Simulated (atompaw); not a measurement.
What one change does to a pseudopotential (tellurium, PAW (atompaw))

atompaw 4.2.0.5 input, output lines left out:

```
Te 52
GGA-PBE scalarrelativistic loggrid 1500 logderivrange -3 5 201
5 5 4 0 0 0
5 1 4
0 0 0
c
c
c
c
v
c
c
c
v
c
c
1
1.90 1.55 1.55 1.05
y
2.25
n
y
2.55
n
custom rrkj vanderbiltortho besselshape
bessel
1.90
1.60
1.90
1.90
```

All-electron outer shells of the reference configuration (PBE, scalar-relativistic, ld1.x):

```tsv
shell	level (eV)	outermost node (bohr)	outermost maximum (bohr)
4p	-114.41	0.38	0.74
4d	-41.65	0.36	0.81
5s	-15.11	0.91	1.80
5p	-5.95	1.00	2.17
```

Change: augmentation besselshape compensation charge, radius 1.55 bohr; PAW radius 1.90 bohr; waves and projectors: custom polynom2 7 10 vanderbiltortho.

Cutoffs: the cutoffs (Ry, on a coarse ladder) from which the occupation-weighted sum of valence levels, in a spherical-Bessel basis at the reference potential, stays within 10 and 1 mRy of its value at 400 Ry; they do not see the model core or the augmentation charge, which bear on the density cutoff.

What does the change do?

The potential gets harder (12 Ry and 21 Ry → 15 Ry and 21 Ry); both files keep a bound ghost (d); the range in which the p phases agree narrows (upper end at the end of the scan → 0.2).

```csv
quantity,base,changed
"cutoff, loose",12 Ry,15 Ry
"cutoff, tight",21 Ry,21 Ry
loose cutoff by channel (10 mRy a level),"s 8 Ry, p 6 Ry","s 12 Ry, p 6 Ry"
bound ghosts,d,d
s: phases at 1.91 bohr within 0.05 rad from the reference energy up to (Ry; the scan ends near 5),to the end of the scan,to the end of the scan
p: phases at 1.91 bohr within 0.05 rad from the reference energy up to (Ry; the scan ends near 5),to the end of the scan,0.2
lowest overlap eigenvalue by channel,"s 0.07, p 0.55","s 0.89, p 0.18"
```

 A true bound ghost makes a file unfit for plane-wave use even where its test errors are small: the radial tests pick states by their node count and pass the ghost by. The cutoffs see the waves, projectors and local potential, not the compensation charge or the core.
